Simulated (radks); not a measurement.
Question: These are the eigenvalues of the occupied orbitals of an atom or ion with whole-number occupations (eV). Method: Dirac Kohn-Sham, PBE, spin-unpolarised, spherical densities, point nucleus; computed with a radial shooting solver on a logarithmic mesh with Libxc functionals.

1s1/2: -87988.70
2s1/2: -15729.46
2p1/2: -15103.47
2p3/2: -12913.51
3s1/2: -3780.794
3p1/2: -3498.812
3p3/2: -3010.180
3d3/2: -2547.698
3d5/2: -2443.746
4s1/2: -861.4875
4p1/2: -739.5149
4p3/2: -619.9110
4d3/2: -421.5277
4d5/2: -399.2115
5s1/2: -150.9085
4f5/2: -142.4377
4f7/2: -137.4071
5p1/2: -109.3391
5p3/2: -87.0013
5d3/2: -29.8707
5d5/2: -27.2827
6s1/2: -18.8417
6p1/2: -10.9358

Which element is it, and in what charge state? The configuration may be excited. Open shells, if any, fill j = l - 1/2 first.

Answer: Z = 82, lead, charge +1: Pb+ in [Hg] 6p1. The list shows which subshells hold electrons but not how many an open one holds; the 1s level, -3233.5 hartree, gives Z - s = 80.4 by -(Z - s)^2/2, which with screening and relativity narrows Z to a few neighbours, and the depths of the outer levels then fix element, charge and occupations together.
